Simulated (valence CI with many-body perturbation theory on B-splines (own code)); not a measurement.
Which ion has this spectrum?

A relativistic CI+MBPT calculation for an atom or ion with 7 electrons gives these levels (eV):

| J | Parity | E | g |
| --- | --- | --- | --- |
| 3/2 | odd | 0.00 | 1.55 |
| 3/2 | odd | 47.71 | 1.32 |
| 5/2 | odd | 60.42 | 1.19 |
| 1/2 | odd | 77.07 | 0.66 |
| 3/2 | odd | 123.43 | 1.24 |
| 5/2 | even | 172.50 | 1.55 |
| 3/2 | even | 204.26 | 1.52 |
| 1/2 | even | 205.63 | 2.43 |
| 3/2 | even | 242.60 | 1.14 |
| 5/2 | even | 257.11 | 1.24 |
| 1/2 | even | 276.65 | 1.54 |
| 3/2 | even | 287.30 | 1.19 |
| 1/2 | even | 339.81 | 1.34 |
| 3/2 | odd | 426.80 | 1.33 |

The energies are calculated, and their last digits are not significant.

(1) Which is it?
A. Se27+
B. Sr31+
C. Y32+
D. Kr29+

Answers

(1) D. Kr29+, ground level (2s^2 2p1/2^2 2p3/2) J=3/2.
